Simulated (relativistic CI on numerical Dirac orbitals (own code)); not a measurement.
**Hyperfine structure of Co¹⁶⁺, mass number 59**

Method of calculation: Dirac-Coulomb-Breit CI, orbitals from a KLI potential per configuration, model QED (radiative potential, 1s self-energy scaled to tabulated hydrogen-like ionisation energies), unscaled Slater integrals (own radial code, finite nucleus).

Configurations in the expansion (outside the closed core [Ne]): 3s, 3p, 3d, 4s, 4p, 4d, 4f, 5s, 5p, 5d, 5f, 5g, 6s, 6p, 6d. Levels of other configurations are missing.

Nuclear spin I = 7/2, μ = 4.615 μN, Q = 0.42 b (tables of Stone and Pyykkö). The electronic factors are computed for point nuclear moments, without core polarisation or the Bohr-Weisskopf and QED corrections.

| Level | E (cm⁻¹) | A (GHz) | B (GHz) |
| --- | --- | --- | --- |
| 3s 2S_1/2 | 0 | 143.9 |  |
| 3p 2P°_1/2 | 295227 | 41.95 |  |
| 3p 2P°_3/2 | 320538 | 7.886 | 4.69 |
| 3d 2D_3/2 | 721445 | 3.395 | 0.672 |
| 3d 2D_5/2 | 725019 | 1.444 | 0.946 |
| 4s 2S_1/2 | 2075972 | 56.67 |  |
| 4p 2P°_1/2 | 2193563 | 16.94 |  |
| 4p 2P°_3/2 | 2203447 | 3.191 | 1.9 |

Levels with J = 0, under 50 % of one LS term, or S terms without an open s electron are left out. Small factors come from cancelling terms and can be off by tens of per cent or more.

At this charge energies of transitions that change n are usually good to better than 1 %, and those within a shell (Δn = 0) to a few per cent.

Q: Give the hyperfine levels of 3s 2S_1/2 relative to its centre of gravity.

A: With K = F(F + 1) − I(I + 1) − J(J + 1), E = AK/2: F = 3: -323.8, F = 4: 251.8 GHz.
